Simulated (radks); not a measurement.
Results of a calculation; reference values are marked as such.
Numerical settings for the lead ion Pb2+, [Hg]. Level of theory: Dirac Kohn-Sham, PBE, spin-unpolarised, spherical densities, finite nucleus; Fermi nuclear charge, rms radius 5.5012 fm (a radial shooting solver on a logarithmic mesh with Libxc functionals). The defaults (mesh step 0.008 in ln r, mesh end at 40 bohr or more with all orbitals vanishing there, Anderson mixing 0.5 over 9 steps, residual threshold near 1e-9 with the energy settled to 1e-9 hartree or 1e-11 of itself, here a cap of 52 iterations) give E = -20921.893 hartree and 6s1/2 at -27.419 eV in 15 iterations. Run on one thread of a shared host, so times are rough (Arm Neoverse V2): 0.15 s of CPU time, 0.15 s wall, 15 iterations on 2299 mesh points. Changes against that run (0 stands for a change within the tolerance of the run):

| setting | iterations | converged | E (mhartree) | e(6s1/2) (meV) | CPU (s) |
|---|---|---|---|---|---|
| mesh step in ln r 0.012 | 15 | yes | 0 | 0 | 0.11 |
| mesh step in ln r 0.05 | 15 | yes | +0.173 | +0.0268 | 0.03 |
| mesh step in ln r 0.02 | 15 | yes | +0.000931 | 0 | 0.07 |
| mesh end (bohr) 8 | 15 | yes | +0.0102 | +0.591 | 0.14 |
| mesh end (bohr) 5 | 14 | yes | +11.4 | +319 | 0.13 |
| residual threshold 0.001 | 9 | yes | 0 | +3.57 | 0.11 |
| residual threshold 1e-13 | 31 | yes | 0 | 0 | 0.22 |
| mixing 0.05 | 21 | yes | 0 | 0 | 0.2 |
| linear mixing, mixing 0.05 | 52 | no | +2.3 | -808 | 0.49 |
| linear mixing, mixing 0.2 | 52 | no | 0 | -0.0674 | 0.42 |
| mixing history 2 | 20 | yes | 0 | 0 | 0.18 |
| iteration cap 8 | 8 | no | 0 | +3.57 | 0.09 |

Settings that end as converged yet miss the energy by more than 1 mhartree: mesh end (bohr) 5 (+0.0114 hartree). A mesh that ends early acts as a hard wall.
